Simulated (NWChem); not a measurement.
Everything below was run with NWChem. System: F3In, charge 0, spin multiplicity 1, displaced from the optimised geometry. The structure started from a generated list of species.

The NWChem input:

```
start mol
memory heap 200 mb stack 900 mb global 1100 mb
geometry units angstroms nocenter noautoz
  In     0.000000     0.000000     0.000011
  F      0.000000     0.000000     1.997700
  F     -1.730013     0.000000    -0.998880
  F      1.730013     0.000000    -0.998880
  symmetry group C2v
end
basis spherical
  * library def2-tzvp
end
ecp
  In library def2-ecp
end
dft
  xc becke88 lyp
  semidirect memsize 60000000 filesize 0
  iterations 100
  convergence nodiis damp 40
end
task dft gradient
```

The output up to the point where the run's verdict is printed (cleaned and shortened):

```
             Northwest Computational Chemistry Package (NWChem) 7.3.0
             --------------------------------------------------------

                                NWChem Input Module
                                -------------------

 Scaling coordinates for geometry "geometry" by  1.889725989
 (inverse scale =  0.529177249)

 Turning off AUTOSYM since
 SYMMETRY directive was detected!

                             Geometry "geometry" -> ""
                             -------------------------

 Output coordinates in angstroms (scale by  1.889725989 to convert to a.u.)

  No.       Tag          Charge          X              Y              Z
 ---- ---------------- ---------- -------------- -------------- --------------
    1 In                  49.0000     0.00000000     0.00000000     0.00001100
    2 F                    9.0000     0.00000000     0.00000000     1.99770000
    3 F                    9.0000    -1.73001300     0.00000000    -0.99888000
    4 F                    9.0000     1.73001300     0.00000000    -0.99888000

 Effective nuclear repulsion energy (a.u.)     387.6204733025

            Nuclear Dipole moment (a.u.)
            ----------------------------
        X                 Y               Z
 ---------------- ---------------- ----------------
     0.0000000000     0.0000000000    -0.0000018897

      Symmetry information
      --------------------

 Group name             C2v
 Group number             16
 Group order               4
 No. of unique centers     3

      Symmetry unique atoms

     1    2    3


 Summary of "ao basis" -> "" (spherical)
 ------------------------------------------------------------------------------
       Tag                 Description            Shells   Functions and Types
 ---------------- ------------------------------  ------  ---------------------
 *                         def2-tzvp                  on all atoms

                                 NWChem DFT Module
                                 -----------------

 Summary of "ao basis" -> "ao basis" (spherical)
 ------------------------------------------------------------------------------
[...]
 d= 0,ls=0.5         52   -341.8763446388 -5.10D+01  5.05D-01              11.1
 d= 0,ls=0.5         53   -290.8496332212  5.10D+01  5.05D-01              11.3
 d= 0,ls=0.5         54   -341.8763446388 -5.10D+01  5.05D-01              11.5
 d= 0,ls=0.5         55   -290.8496332212  5.10D+01  5.05D-01              11.7
 d= 0,ls=0.5         56   -341.8763446388 -5.10D+01  5.05D-01              11.8
 d= 0,ls=0.5         57   -290.8496332212  5.10D+01  5.05D-01              12.0
 d= 0,ls=0.5         58   -341.8763446388 -5.10D+01  5.05D-01              12.2
 d= 0,ls=0.5         59   -290.8496332212  5.10D+01  5.05D-01              12.4
 d= 0,ls=0.5         60   -341.8763446388 -5.10D+01  5.05D-01              12.6
 d= 0,ls=0.5         61   -290.8496332212  5.10D+01  5.05D-01              12.7
 d= 0,ls=0.5         62   -341.8763446388 -5.10D+01  5.05D-01              12.9
 d= 0,ls=0.5         63   -290.8496332212  5.10D+01  5.05D-01              13.1
 d= 0,ls=0.5         64   -341.8763446388 -5.10D+01  5.05D-01              13.3
 d= 0,ls=0.5         65   -290.8496332212  5.10D+01  5.05D-01              13.5
 d= 0,ls=0.5         66   -341.8763446388 -5.10D+01  5.05D-01              13.6
 d= 0,ls=0.5         67   -290.8496332212  5.10D+01  5.05D-01              13.8
 d= 0,ls=0.5         68   -341.8763446388 -5.10D+01  5.05D-01              14.0
 d= 0,ls=0.5         69   -290.8496332212  5.10D+01  5.05D-01              14.2
 d= 0,ls=0.5         70   -341.8763446388 -5.10D+01  5.05D-01              14.4
 d= 0,ls=0.5         71   -290.8496332212  5.10D+01  5.05D-01              14.5
 d= 0,ls=0.5         72   -341.8763446388 -5.10D+01  5.05D-01              14.7
 d= 0,ls=0.5         73   -290.8496332212  5.10D+01  5.05D-01              14.9
 d= 0,ls=0.5         74   -341.8763446388 -5.10D+01  5.05D-01              15.1
 d= 0,ls=0.5         75   -290.8496332212  5.10D+01  5.05D-01              15.2
 d= 0,ls=0.5         76   -341.8763446388 -5.10D+01  5.05D-01              15.4
 d= 0,ls=0.5         77   -290.8496332212  5.10D+01  5.05D-01              15.6
 d= 0,ls=0.5         78   -341.8763446388 -5.10D+01  5.05D-01              15.8
 d= 0,ls=0.5         79   -290.8496332212  5.10D+01  5.05D-01              16.0
 d= 0,ls=0.5         80   -341.8763446388 -5.10D+01  5.05D-01              16.2
 d= 0,ls=0.5         81   -290.8496332212  5.10D+01  5.05D-01              16.3
 d= 0,ls=0.5         82   -341.8763446388 -5.10D+01  5.05D-01              16.5
 d= 0,ls=0.5         83   -290.8496332212  5.10D+01  5.05D-01              16.7
 d= 0,ls=0.5         84   -341.8763446388 -5.10D+01  5.05D-01              16.9
 d= 0,ls=0.5         85   -290.8496332212  5.10D+01  5.05D-01              17.1
 d= 0,ls=0.5         86   -341.8763446388 -5.10D+01  5.05D-01              17.2
 d= 0,ls=0.5         87   -290.8496332212  5.10D+01  5.05D-01              17.4
 d= 0,ls=0.5         88   -341.8763446388 -5.10D+01  5.05D-01              17.6
 d= 0,ls=0.5         89   -290.8496332212  5.10D+01  5.05D-01              17.8
 d= 0,ls=0.5         90   -341.8763446388 -5.10D+01  5.05D-01              18.0
 d= 0,ls=0.5         91   -290.8496332212  5.10D+01  5.05D-01              18.1
 d= 0,ls=0.5         92   -341.8763446388 -5.10D+01  5.05D-01              18.3
 d= 0,ls=0.5         93   -290.8496332212  5.10D+01  5.05D-01              18.5
 d= 0,ls=0.5         94   -341.8763446388 -5.10D+01  5.05D-01              18.7
 d= 0,ls=0.5         95   -290.8496332212  5.10D+01  5.05D-01              18.8
 d= 0,ls=0.5         96   -341.8763446388 -5.10D+01  5.05D-01              19.0
 d= 0,ls=0.5         97   -290.8496332212  5.10D+01  5.05D-01              19.2
 d= 0,ls=0.5         98   -341.8763446388 -5.10D+01  5.05D-01              19.4
 d= 0,ls=0.5         99   -290.8496332212  5.10D+01  5.05D-01              19.6
 d= 0,ls=0.5        100   -341.8763446388 -5.10D+01  5.05D-01              19.7
```

The run did not converge; its last values are not results. The next line reads: Calculation failed to converge. NWChem stopped with the message: dft gradient failed.
